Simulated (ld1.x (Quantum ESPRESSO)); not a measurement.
## Before and after: RRKJ potential for lanthanum

lanthanum, norm-conserving RRKJ (Kleinman–Bylander form), made with ld1.x (Quantum ESPRESSO) 7.5 (PBE, scalar-relativistic). Core [Kr] 4d10, reference 4f0 5s2 5p6 5d1 6s0 6p0 (charge +2). Waves: 5p (bound): rc 2.15 bohr; 5d (bound): rc 2.90 bohr; 4f (bound, empty): rc 1.85 bohr; 5s (bound): rc 2.65 bohr. Local part: the s channel. Core correction: a·sin(br)/r model core, default radius (core density twice the valence density).

Change: wave 5p (bound): rc 2.15 bohr becomes 5p (bound): rc 1.48 bohr.

Cutoffs: the cutoffs (Ry, on a coarse ladder) from which the occupation-weighted sum of valence levels, in a spherical-Bessel basis at the reference potential, stays within 10 and 1 mRy of its value at 400 Ry; they do not see the model core or the augmentation charge, which bear on the density cutoff. Errors are all-electron minus pseudo energies relative to the spin-unpolarised reference configuration.

Task: Predict the effect on cutoff, ghosts and configuration errors.

Result: The potential gets harder (30 Ry and 45 Ry → 30 Ry and 60 Ry); the errors of the 6 common tests hardly move; neither file shows a bound ghost at the reference potential, the only one tested. A smaller radius makes the pseudo-wave follow the all-electron one further in, where it bends more sharply, so more plane waves are needed.

| quantity | base | changed |
| --- | --- | --- |
| cutoff, loose | 30 Ry | 30 Ry |
| cutoff, tight | 45 Ry | 60 Ry |
| bound ghosts | none | none |
| tests counted (converged, no solver errors) | 6 of 7 | 6 of 7 |
| error for 4f0 5s2 5p6 5d1 6s2 6p0, meV [ΔE -16.85 eV] | +2586 | +2588 |
| error for 4f0 5s2 5p6 5d1 6s1 6p0, meV [ΔE -10.89 eV] | +1770 | +1771 |
| error for 4f0 5s2 5p6 5d0 6s0 6p0, meV [ΔE 18.95 eV] | -0.9 | -0.8 |
| error for 4f0 5s1 5p6 5d1 6s2 6p0, meV [ΔE 27.16 eV] | +4933 | +4933 |
| error for 4f0 5s2 5p5 5d1 6s2 6p0, meV [ΔE 10.12 eV] | +4538 | +4545 |
| error for 4f1 5s2 5p6 5d0 6s1 6p0, meV [ΔE -10.62 eV] | +1480 | +1488 |
| s: phases at 3.16 bohr within 0.05 rad from the reference energy up to (Ry; the scan ends near 5) | -2.1 | -2.1 |
| p: phases at 3.16 bohr within 0.05 rad from the reference energy up to (Ry; the scan ends near 5) | -0.5 | -0.5 |
| d: phases at 3.16 bohr within 0.05 rad from the reference energy up to (Ry; the scan ends near 5) | 1.3 | 1.3 |
| f: phases at 3.16 bohr within 0.05 rad from the reference energy up to (Ry; the scan ends near 5) | -0.3 | -0.3 |

Base: The cutoffs count occupied waves only; the empty 4f level needs 60 Ry at the loose tolerance. Tests not counted: 4f1 5s2 5p6 5d0 6s2 6p0 (solver errors, printed error -1519 eV). These tests converged, but a pseudo level misses the all-electron one widely, so the file describes the atom poorly there or has found another state: 4f0 5s2 5p6 5d1 6s2 6p0: 5d by 1.0 eV (a node warning on the way); 4f0 5s2 5p6 5d0 6s0 6p0: empty 6s by 3.5 eV; 4f0 5s1 5p6 5d1 6s2 6p0: 5p by 2.3 eV; 4f0 5s2 5p5 5d1 6s2 6p0: 5p by 2.2 eV. Changed file: The cutoffs count occupied waves only; the empty 4f level needs 60 Ry at the loose tolerance. Tests not counted: 4f1 5s2 5p6 5d0 6s2 6p0 (solver errors, printed error -1519 eV). These tests converged, but a pseudo level misses the all-electron one widely, so the file describes the atom poorly there or has found another state: 4f0 5s2 5p6 5d1 6s2 6p0: 5d by 1.0 eV (a node warning on the way); 4f0 5s2 5p6 5d0 6s0 6p0: empty 6s by 3.5 eV; 4f0 5s1 5p6 5d1 6s2 6p0: 5p by 2.3 eV; 4f0 5s2 5p5 5d1 6s2 6p0: 5p by 2.2 eV.
